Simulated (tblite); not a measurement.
Compound: C4H4BBr2Cl.
Atom-mapped SMILES: `[Cl:1][B:2]([Br:3])[C:4]#[C:5][CH2:6][CH2:7][Br:8]` (hydrogens: H9, H10 on C6; H11, H12 on C7)

Computed with GFN2-xTB (tblite), gas phase: L-BFGS steps from a force-field or distance-geometry start until the largest atomic force falls under 0.01 eV/Å.

Step 2: E = -668.3770 eV
```
atom  x, y, z in Å  |  force x, y, z in eV/Å
Cl1    -4.1535   -0.5474   -1.2687    0.417   0.335   0.532
B2     -3.0415    0.0866   -0.0680    0.176  -0.153   0.123
Br3    -3.6929    0.8266    1.6029    0.243  -0.289  -0.755
C4     -1.5392   -0.0252   -0.2855    0.759  -0.058  -0.093
C5     -0.3320   -0.1410   -0.4513   -0.980   0.055  -0.005
C6      1.1060   -0.2718   -0.6632   -0.402   0.387   0.363
C7      1.8521    0.1920    0.5968    0.140   0.002  -0.833
Br8     3.7905    0.0264    0.3023   -0.155   0.025   0.083
H9      1.3580   -1.3088   -0.8805   -0.052  -0.113  -0.063
H10     1.4022    0.3489   -1.5187   -0.083  -0.101   0.066
H11     1.6507    1.2353    0.8023    0.002   0.185   0.102
H12     1.6010   -0.4222    1.4380   -0.063  -0.275   0.479
```

Step 3: E = -668.4339 eV
```
atom  x, y, z in Å  |  force x, y, z in eV/Å
Cl1    -4.1310   -0.5308   -1.2414   -0.011   0.053   0.017
B2     -3.0407    0.0789   -0.0647    0.561  -0.064   0.112
Br3    -3.6812    0.8129    1.5679    0.067  -0.057  -0.206
C4     -1.5381   -0.0243   -0.2850   -0.450   0.032   0.068
C5     -0.3463   -0.1404   -0.4543    0.460  -0.057  -0.131
C6      1.0943   -0.2663   -0.6557   -0.342   0.120   0.021
C7      1.8460    0.1916    0.5867    0.197  -0.059  -0.282
Br8     3.7872    0.0272    0.3048   -0.155   0.010   0.027
H9      1.3545   -1.3037   -0.8817   -0.128  -0.053  -0.006
H10     1.3983    0.3430   -1.5147   -0.120  -0.012   0.017
H11     1.6540    1.2331    0.8038   -0.034   0.243   0.084
H12     1.6042   -0.4219    1.4408   -0.045  -0.158   0.279
```

Step 4: E = -668.4447 eV
```
atom  x, y, z in Å  |  force x, y, z in eV/Å
Cl1    -4.1270   -0.5269   -1.2360   -0.056   0.007  -0.062
B2     -3.0325    0.0764   -0.0624    0.371  -0.054   0.075
Br3    -3.6780    0.8095    1.5582    0.031   0.006  -0.056
C4     -1.5400   -0.0241   -0.2845   -0.097  -0.005   0.020
C5     -0.3473   -0.1406   -0.4561    0.229  -0.023  -0.075
C6      1.0881   -0.2642   -0.6547   -0.139  -0.004  -0.050
C7      1.8474    0.1905    0.5821    0.068   0.012   0.027
Br8     3.7844    0.0275    0.3056   -0.116  -0.001  -0.003
H9      1.3517   -1.3030   -0.8820   -0.154  -0.008   0.003
H10     1.3957    0.3417   -1.5137   -0.124   0.018  -0.018
H11     1.6542    1.2359    0.8052   -0.009   0.094   0.042
H12     1.6044   -0.4235    1.4446   -0.005  -0.042   0.096
```

**Question.** Estimate the geometry and energy of step 5. (The exact step hangs on the optimiser's Hessian estimate; all steps are aligned on step 4, rigid shifts and turns removed.)

**Answer.** E = -668.4495 eV, largest force 0.158 eV/Å
```
atom  x, y, z in Å  |  force x, y, z in eV/Å
Cl1    -4.1262   -0.5250   -1.2348   -0.010   0.011  -0.041
B2     -3.0222    0.0742   -0.0599    0.085  -0.056   0.025
Br3    -3.6760    0.8081    1.5529    0.029   0.027   0.003
C4     -1.5394   -0.0244   -0.2843    0.155  -0.030  -0.014
C5     -0.3464   -0.1408   -0.4580    0.046  -0.001  -0.032
C6      1.0833   -0.2636   -0.6553    0.065  -0.026  -0.020
C7      1.8491    0.1905    0.5812   -0.064   0.031   0.132
Br8     3.7809    0.0276    0.3059   -0.068  -0.008  -0.021
H9      1.3474   -1.3028   -0.8820   -0.148  -0.004   0.000
H10     1.3921    0.3415   -1.5137   -0.112   0.029  -0.039
H11     1.6542    1.2387    0.8066    0.005  -0.005   0.019
H12     1.6045   -0.4248    1.4478    0.017   0.032  -0.012
```

The energy changes by -0.0048 eV. The first-order estimate −F·Δx gives -0.0076 eV and the mean of the old and new forces, exact on a quadratic surface, -0.0048 eV. The step makes an angle of 33° with the force vector and moves no atom by more than 0.011 Å.

What follows is the cost of the whole relaxation. Hardware: one thread, Arm Neoverse N1 (aarch64), no GPU, shared host with 64 logical CPUs at a one-minute load of 59. Cost: 0.63 s.
